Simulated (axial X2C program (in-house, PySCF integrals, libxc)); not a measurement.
# Bond lengths and stretching modes, held linear, of BrGeBr⁻

Calculated with an in-house all-electron X2C program for linear molecules (integrals from PySCF): two-component X2C with atomic mean-field Coulomb and Gaunt terms, Gaussian nuclei, basis Br dyall-av3z, Ge dyall-v3z with contracted cores. Spin-free rows use the one-electron spin-free X2C Hamiltonian.

Masses Br 78.918, Ge 73.921, Br 78.918 u. States: 2c Ω = 1/2 (beyond evenly filled blocks: ω = 1/2); spin-free M_S = 1/2, Λ = 1 (beyond evenly filled blocks: π+α).

TPSSh, spin-free: energies above the lowest point

```json
{"r(Br–Ge) (Å)": "2.6042", "r(Ge–Br) (Å)": "2.6042", "E (meV)": "28.79"}
{"r(Br–Ge) (Å)": "2.6042", "r(Ge–Br) (Å)": "2.6710", "E (meV)": "10.52"}
{"r(Br–Ge) (Å)": "2.6042", "r(Ge–Br) (Å)": "2.7378", "E (meV)": "9.21"}
{"r(Br–Ge) (Å)": "2.6710", "r(Ge–Br) (Å)": "2.6042", "E (meV)": "10.52"}
{"r(Br–Ge) (Å)": "2.6710", "r(Ge–Br) (Å)": "2.6710", "E (meV)": "0.00"}
{"r(Br–Ge) (Å)": "2.6710", "r(Ge–Br) (Å)": "2.7378", "E (meV)": "5.96"}
{"r(Br–Ge) (Å)": "2.6710", "r(Ge–Br) (Å)": "2.8045", "E (meV)": "24.70"}
{"r(Br–Ge) (Å)": "2.7378", "r(Ge–Br) (Å)": "2.6042", "E (meV)": "9.21"}
{"r(Br–Ge) (Å)": "2.7378", "r(Ge–Br) (Å)": "2.6710", "E (meV)": "5.96"}
{"r(Br–Ge) (Å)": "2.7378", "r(Ge–Br) (Å)": "2.7378", "E (meV)": "18.75"}
{"r(Br–Ge) (Å)": "2.8045", "r(Ge–Br) (Å)": "2.6710", "E (meV)": "24.70"}
{"r(Br–Ge) (Å)": "2.8045", "r(Ge–Br) (Å)": "2.8045", "E (meV)": "74.98"}
```

Problem. Fit a quadratic surface with cubic terms in each bond: where is the minimum, and what are the two stretching wavenumbers?

Solution. At TPSSh, spin-free: bonds 2.676 and 2.676 Å; harmonic stretches 132.4 and 148.3 cm⁻¹; force constants 0.571, 0.571 and coupling 0.24 mdyn/Å.

The other levels and Hamiltonians give:

```
Hamiltonian  level  r(Br–Ge) (Å)  r(Ge–Br) (Å)  lower stretch (cm⁻¹)  upper stretch (cm⁻¹)
         2c   PBE0         2.669         2.669                 133.4                 146.9
         2c     HF         2.773         2.773                  75.9                 127.8
         2c  TPSSh         2.677         2.677                 132.3                 148.3
         2c    MP2         2.663         2.663                 134.7                 141.5
  spin-free   PBE0         2.668         2.668                 133.5                 146.9
  spin-free     HF         2.773         2.773                  75.5                 127.9
  spin-free    MP2         2.663         2.663                 134.7                 141.2
```

Each state is one determinant, the lowest of a limited PBE0 search; the stretches come from a fit to these few points and carry an uncertainty of a few per cent. Other orders of the atoms were not compared. The levels spread by more than a fifth, so the stretches depend strongly on the method. MP2 freezes inner shells (threshold -2 hartree). For an anion the highest level of a functional can be positive, and the basis then holds the extra electron. The molecule was held linear; bending was not examined, so a bent shape may lie lower. Note: functional without a current term on a determinant with orbital currents, of the molecule or an atom.
